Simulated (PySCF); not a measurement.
ZnCl₂, SMILES [Cl][Zn][Cl].

Geometry: B3LYP-D3(BJ)/def2-TZVP. The isomer is the one that the SMILES or the coordinates give; other isomers of the formula were not compared.

All values below come from PySCF 2.14.0 with TDDFT-LC-ωPBE/def2-SVPD.

Vertical excitations; the highest root listed may be one member of a degenerate set. Isolated molecule, no solvent. State labels are in the subgroup D2h.

```
state  symmetry  energy (eV)  λ (nm)      f                                              main pairs
-----  --------  -----------  ------  -----  ------------------------------------------------------
S1          B3g         6.66     186  0.000                              HOMO→LUMO (degenerate set)
S2          B2g         6.66     186  0.000                            HOMO−1→LUMO (degenerate set)
S3          B2u         7.23     172  0.076                            HOMO−3→LUMO (degenerate set)
S4          B3u         7.23     172  0.076                            HOMO−2→LUMO (degenerate set)
S5          B1u         8.11     153  0.046  HOMO−4→LUMO 52 %, HOMO−1→LUMO+2 21 %, HOMO→LUMO+1 21 %
S6           Au         8.12     153  0.000                    HOMO−1→LUMO+1 47 %, HOMO→LUMO+2 47 %
S7          B1u         8.13     153  0.000             HOMO→LUMO+1, HOMO−1→LUMO+2 (degenerate set)
S8           Au         8.13     153  0.000             HOMO→LUMO+2, HOMO−1→LUMO+1 (degenerate set)
S9          B1g         8.61     144  0.000                  HOMO−3→LUMO+2 47 %, HOMO−2→LUMO+1 47 %
S10          Ag         8.64     144  0.000                  HOMO−3→LUMO+1 47 %, HOMO−2→LUMO+2 47 %
T1          B3g         6.30     197      0                              HOMO→LUMO (degenerate set)
T2          B2g         6.30     197      0                            HOMO−1→LUMO (degenerate set)
T3          B2u         6.72     184      0                            HOMO−3→LUMO (degenerate set)
T4          B3u         6.72     184      0                            HOMO−2→LUMO (degenerate set)
```
Triplets are in the Tamm–Dancoff approximation, which puts them higher than full response would, so one can lie above its singlet here.
